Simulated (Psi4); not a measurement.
Cl2Sn, triplet, geometry from GFN2-xTB (such geometries of metal compounds can be far from the true shape) (the spin is typed, not shown lowest) (core potentials on Sn); HF/def2-SVP in Psi4 1.11.

Here is a job for Psi4.
```
memory 2 GB

molecule {
0 3
Sn    0.00993257   -0.00944619    0.58952790
Cl    1.24741626    1.57493270   -0.86320274
Cl   -1.27662969   -1.54714980   -0.87070284
}

set {
  basis def2-svp
  reference uhf
}

energy('scf')
print_variables()
```

What does Psi4 print? Leave out banner, timings and long lists.


```
   => Loading Basis Set <=

    Name: DEF2-SVP
    Role: ORBITAL
    Keyword: BASIS

    !!!  WARNING: ECP capability is in beta. Please check occupations closely.  !!!

         ---------------------------------------------------------
                                   SCF
               by Justin Turney, Rob Parrish, Andy Simmonett
                          and Daniel G. A. Smith
                              UHF Reference
         ---------------------------------------------------------

  ==> Geometry <==

    Molecular point group: c2v
    Full point group: C2v

    Geometry (in Angstrom), charge = 0, multiplicity = 3:

       Center              X                  Y                   Z               Mass
    ------------   -----------------  -----------------  -----------------  -----------------
         SN           0.000000000000     0.000000000000     0.536717750606   119.902201630000
         CL          -0.000000000000     2.007377850955    -0.920156582441    34.968852682000
         CL           0.000000000000    -2.007377850955    -0.920156582441    34.968852682000

  Running in c2v symmetry.

  Rotational constants: A =      0.17980  B =      0.05982  C =      0.04489 [cm^-1]
  Rotational constants: A =   5390.41238  B =   1793.27777  C =   1345.61854 [MHz]
  Nuclear repulsion =  197.677820229920542

  Charge       = 0
  Multiplicity = 3
  Electrons    = 56
  Nalpha       = 29
  Nbeta        = 27

  ==> Algorithm <==

  SCF Algorithm Type is DF.
  DIIS enabled.
  MOM disabled.
  Fractional occupation disabled.
  Guess Type is SAD.
  Energy threshold   = 1.00e-06
  Density threshold  = 1.00e-06
  Integral threshold = 1.00e-12

  ==> Primary Basis <==

  Basis Set: DEF2-SVP
    Blend: DEF2-SVP
    Number of shells: 26
    Number of basis functions: 62
    Number of Cartesian functions: 66
    Spherical Harmonics?: true
    Max angular momentum: 2

  Core potential: DEF2-SVP
    Number of shells: 4
    Number of ECP primitives: 18
    Number of ECP core electrons: 28
    Max angular momentum: 3

   => Loading Basis Set <=

    Name: (DEF2-SVP AUX)
    Role: JKFIT
    Keyword: DF_BASIS_SCF

  ==> Integral Setup <==

  SCF_SUBTYPE=INCORE selected. In-core MEM_DF algorithm will be used.
  Using in-core AOs.

  ==> MemDFJK: Density-Fitted J/K Matrices <==

    J tasked:                   Yes
    K tasked:                   Yes
    wK tasked:                   No
    Algorithm:                 Core
    Schwarz Cutoff:           1E-12
    Mask sparsity (%):       5.7752
    Fitting Condition:        1E-10

   => Auxiliary Basis Set <=

  Basis Set: (DEF2-SVP AUX)
    Blend: DEF2-UNIVERSAL-JKFIT
    Number of shells: 122
    Number of basis functions: 474
    Number of Cartesian functions: 619
    Spherical Harmonics?: true
    Max angular momentum: 5

  Minimum eigenvalue in the overlap matrix is 3.6522734387E-02.
  Reciprocal condition number of the overlap matrix is 1.1713186859E-02.
    Using symmetric orthogonalization.

  ==> Pre-Iterations <==

  SCF Guess: Superposition of Atomic Densities via on-the-fly atomic UHF (no occupation information).

   -------------------------
    Irrep   Nso     Nmo
   -------------------------
     A1        25      25
     A2         7       7
     B1        11      11
     B2        19      19
   -------------------------
    Total      62      62
   -------------------------

  ==> Iterations <==

                           Total Energy        Delta E     RMS |[F,P]|

   @DF-UHF iter SAD: -1130.17348503913263   -1.13017e+03   0.00000e+00
   @DF-UHF iter   1: -1132.01525958243360   -1.84177e+00   8.20783e-03 ADIIS/DIIS
   @DF-UHF iter   2: -1132.07199920808944   -5.67396e-02   3.93240e-03 ADIIS/DIIS
   @DF-UHF iter   3: -1132.08228961284840   -1.02904e-02   8.73660e-04 ADIIS/DIIS
   @DF-UHF iter   4: -1132.08378881829640   -1.49921e-03   4.35148e-04 ADIIS/DIIS
   @DF-UHF iter   5: -1132.08433410590419   -5.45288e-04   2.02761e-04 ADIIS/DIIS
   @DF-UHF iter   6: -1132.08451957112084   -1.85465e-04   1.09476e-04 ADIIS/DIIS
   @DF-UHF iter   7: -1132.08458739193225   -6.78208e-05   4.82728e-05 DIIS
   @DF-UHF iter   8: -1132.08460384809132   -1.64562e-05   1.49790e-05 DIIS
   @DF-UHF iter   9: -1132.08460518420065   -1.33611e-06   5.67322e-06 DIIS
   @DF-UHF iter  10: -1132.08460534650635   -1.62306e-07   2.89924e-06 DIIS
   @DF-UHF iter  11: -1132.08460539724729   -5.07409e-08   1.15913e-06 DIIS
   @DF-UHF iter  12: -1132.08460540527699   -8.02970e-09   2.90450e-07 DIIS
  Energy and wave function converged.

  ==> Post-Iterations <==

   @Spin Contamination Metric:   2.482207034E-02
   @S^2 Expected:                2.000000000E+00
   @S^2 Observed:                2.024822070E+00
   @S   Expected:                1.000000000E+00
   @S   Observed:                1.000000000E+00

    Orbital Energies [Eh]
    ---------------------

    Alpha Occupied:

[...]
    Alpha Virtual:

[...]
    Beta Occupied:

[...]
    Beta Virtual:

[...]
    Final Occupation by Irrep:
             A1    A2    B1    B2
    DOCC [    11,    3,    4,    9 ]
    SOCC [     1,    0,    1,    0 ]
    NA   [    12,    3,    5,    9 ]
    NB   [    11,    3,    4,    9 ]

  @DF-UHF Final Energy: -1132.08460540527699

   => Energetics <=

    Nuclear Repulsion Energy =            197.6778202299205418
    One-Electron Energy =               -2040.6105415182375964
    Two-Electron Energy =                 710.8481158830401228
    Total Energy =                      -1132.0846054052767613

  UHF NO Occupations:
  HONO-2 :   11 A1 1.9937304
  HONO-1 :   12 A1 1.0000000
  HONO-0 :    5 B1 1.0000000
  LUNO+0 :   13 A1 0.0062696
  LUNO+1 :   10 B2 0.0049106
  LUNO+2 :   14 A1 0.0003746
  LUNO+3 :    6 B1 0.0002806

Computation Completed

Properties will be evaluated at   0.000000,   0.000000,   0.000000 [a0]

Properties computed using the SCF density matrix

 Multipole Moments:

 ------------------------------------------------------------------------------------
     Multipole            Electronic (a.u.)      Nuclear  (a.u.)        Total (a.u.)
 ------------------------------------------------------------------------------------

 L = 1.  Multiply by 2.5417464519 to convert [e a0] to [Debye]
 Dipole X            :          0.0000000            0.0000000            0.0000000
 Dipole Y            :          0.0000000            0.0000000            0.0000000
 Dipole Z            :         38.2401465          -36.8072035            1.4329429
 Magnitude           :                                                    1.4329429

 ------------------------------------------------------------------------------------

  Variable Map:
  ----------------------------------------------------------------------------
[...]
  Array Variable Map:
  ----------------------------------------------------------------------------
[...]
[...]
```
